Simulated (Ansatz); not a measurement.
**Exact exchange and the vertical ionisation energy of C2H4BrCl**

The species is C2H4BrCl (8 atoms), meant as a singlet with charge 0. SMILES: `CC(Cl)Br`. The shape is that of a PBE0-D4/def2-TZVP optimisation.

The vertical ionisation energy (to the doublet cation) y, in eV, basis cc-pVDZ; a is the functional's share of exact exchange. Programs: Ansatz 0.2.0.

```
functional  program     a  y (eV)
    revPBE   Ansatz     0    9.98
       PBE   Ansatz     0   10.02
     B3LYP   Ansatz   0.2   10.34
   r2SCAN0   Ansatz  0.25       ?
      PBE0   Ansatz  0.25   10.43
     BHLYP   Ansatz   0.5   10.53
```

Q: Fit y = c + s·a to the known rows and predict r2SCAN0.

A: 
1. Means of the 5 rows: a = 0.1900, y = 10.260.
2. Σ(Δa)² = 0.172, Σ(Δa·Δy) = 0.1935, so the slope is 0.1935/0.172 = 1.125.
3. Intercept: 10.260 − (1.125) × 0.1900 = 10.046. The largest residual of the fit is 0.10.
4. r2SCAN0: 10.046 + (1.125) × 0.25 = 10.33 eV.

The run gave 10.57 eV, so the prediction is off by -0.24 eV, more than the scatter of the fit. The rows mix families of semi-local functionals, which the line can't see. Spin-orbit coupling is left out.
